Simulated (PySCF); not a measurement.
BeH2. Atoms are numbered in the order given.

```xyz
3

Be     0.0000     0.0000     0.0000
H      0.0000     0.0000    -1.3413
H      0.0000     0.0000     1.3413
```

Coordinates come from a PBE-D3(BJ)/def2-TZVPD optimisation. The isomer is the one that the SMILES or the coordinates give; other isomers of the formula were not compared.

Level of theory: PySCF with C-PCM-B3LYP/def2-TZVPD.

The values are the electrostatic part of the solvation free energy, E(continuum) − E(gas) at the gas-phase geometry, in a cavity of scaled van der Waals radii (PySCF's table); cavitation and dispersion terms are not included. A continuum can't describe solvent molecules that bind to the metal. In vacuum the orbital gap is 7.53 eV. The dipole moment in vacuum is 0.00 D.

### Question
Estimate the values in water (ε = 78.36), ethanol (ε = 24.85), acetonitrile (ε = 35.69). (Estimate from the structure and the level; the computed values follow.)

### Answer

```csv
solvent,ε,ΔG(elec) (kcal/mol),dipole (D),gap (eV)
water,78.36,-4.6,0.00,7.90
ethanol,24.85,-4.4,0.00,7.89
acetonitrile,35.69,-4.5,0.00,7.89
```
